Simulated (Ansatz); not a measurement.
`C[SiH]1C[Se]1` and `[SiH3][SiH]1C[Se]1` differ in one atom or group.

Ansatz, PBE0-D4/def2-TZVP geometries, multiplicity 1. 

Scalar relativity is left out up to krypton.

| property | `C[SiH]1C[Se]1` |
| --- | --- |
| LUMO energy (ωB97M-V/def2-TZVPP) / eV | 1.75 |
| HOMO energy (PBE0/def2-TZVPP) / eV | -6.43 |
| HOMO energy (ωB97M-V/def2-TZVPP) / eV | -8.57 |
| size of the dipole moment (B3LYP/def2-TZVPP) / D | 2.37 |
| size of the dipole moment (PBE/def2-TZVPP) / D | 2.24 |
| LUMO energy (PBE/def2-TZVPP) / eV | -0.98 |

Q: Give the same properties after the change, and the shifts. (An estimate is asked.)

A: The calculation gave: 
```
                                        property  `[SiH3][SiH]1C[Se]1`  shift
           LUMO energy (ωB97M-V/def2-TZVPP) / eV                  0.83  -0.92
              HOMO energy (PBE0/def2-TZVPP) / eV                 -6.54  -0.11
           HOMO energy (ωB97M-V/def2-TZVPP) / eV                 -8.64  -0.07
size of the dipole moment (B3LYP/def2-TZVPP) / D                  1.77  -0.60
  size of the dipole moment (PBE/def2-TZVPP) / D                  1.58  -0.66
               LUMO energy (PBE/def2-TZVPP) / eV                 -1.72  -0.74
```

With PBE0 the HOMO falls by 0.11 eV and the LUMO falls by 0.86 eV, so the gap narrows by about 0.75 eV. PBE moves the HOMO by -0.14 eV and ωB97M-V by -0.07 eV. Dipoles are sizes alone; their direction can turn.

B3LYP here is the variant with VWN-RPA as its local correlation; programs differ in this.

Spin–orbit coupling is left out; it splits and shifts lone-pair levels of the heavy atoms by tenths of an eV.
